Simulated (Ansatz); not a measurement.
Ti(Cl)3(SH) (Cl3HSTi), SMILES [SH][Ti]([Cl])([Cl])[Cl], multiplicity 1.

Geometry: B3LYP-D3(BJ)/def2-SVP. The multiplicity is an assumed one; no other spin state was optimised. The structure was generated by enumeration; whether it is a known compound was not checked. The values are those of a single conformer.

Two levels are set side by side: PBE/def2-SVPD (Ansatz, a program for electronic structure) and PBE0/def2-SVPD (Ansatz). Energy differences of separate SCF runs at the same geometry; the states with an electron removed or added have multiplicity 2 and 2. Differences are taken from unrounded values.

```json
[
 {"quantity": "vertical ionisation energy (eV)", "PBE0": "10.26"},
 {"quantity": "vertical electron affinity (eV)", "PBE0": "2.66"},
 {"quantity": "vertical singlet–triplet gap (eV)", "PBE0": "2.56"}
]
```

Problem. What does PBE give, and how far is it from PBE0? (Estimate from the structure and the level; the computed values follow.)

Solution. 
```csv
quantity,PBE,PBE minus PBE0
vertical ionisation energy (eV),9.99,-0.27
vertical electron affinity (eV),1.97,-0.69
vertical singlet–triplet gap (eV),2.96,0.40
```
